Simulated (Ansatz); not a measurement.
`[SiH3]C1[SiH2]S1` + `C#C[SeH]` → `C#C[Se][SiH3]` + `C1[SiH2]S1` at 400 K and 1 bar (ligand exchange at the Si–C bond).

Program: Ansatz. Geometries: PBE0-D4/def2-TZVP. ΔE: electronic, gas phase. CCSD(T)/CBS is the MP2 limit (def2-TZVPP, def2-QZVPP) plus CCSD(T) − MP2 in def2-TZVPP, frozen cores. For Se outer-core shells are correlated without core-valence functions, which leaves a few kJ/mol of doubt a bond. Scalar relativity is left out up to krypton. Each species was taken in one conformer, which may not be the lowest.

```
           species  CCSD(T)/CBS energy (Eh)  H − E (kJ/mol)  S (J/(mol·K))
`[SiH3]C1[SiH2]S1`              -1017.58877           188.8          364.8
        `C#C[SeH]`              -2477.92583            88.5          296.1
   `C#C[Se][SiH3]`              -2768.23066           146.2          366.1
      `C1[SiH2]S1`               -727.30403           138.5          299.2
```

H − E and S are ideal-gas, rigid-rotor, harmonic terms from PBE0-D4/def2-TZVP, for one conformer and one mirror image of each species. 1 Eh = 2625.50 kJ/mol, R = 8.31446 J/(mol·K).

Problem. By hand: ΔE, ΔH, ΔS and ΔG.

Solution. ΔE = (-2768.23066) + (-727.30403) − (-1017.58877) − (-2477.92583) = -0.02009 Eh = -52.7 kJ/mol. Δ(H − E) = 146.2 + 138.5 − 188.8 − 88.5 = 7.4, so ΔH = -45.3 kJ/mol. ΔS = 366.1 + 299.2 − 364.8 − 296.1 = 4.4 J/(mol·K). ΔG = -45.3 − 400 × (4.4)/1000 = -47.1 kJ/mol.

Problem. By hand: the equilibrium constant, and the temperature at which ΔG would vanish if ΔH and ΔS stayed fixed.

Solution. log₁₀ K = −ΔG/(RT ln 10) = 6.2. ΔH and −TΔS have one sign here, so there is no such temperature. One of them is within its doubt of zero, so this could turn.

The number of gas molecules stays the same, so ΔS is small and ΔH decides. A doubt of 5 kJ/mol in ΔE shifts log₁₀ K by 0.7 here. Other conformers and mirror images would add mixing entropy, several J/(mol·K) or more a flexible species. These are equilibria of isolated gas molecules and say nothing of rates. Largest T1 diagnostic: 0.013 (customary marks: 0.02 for closed shells, 0.045 for open ones).
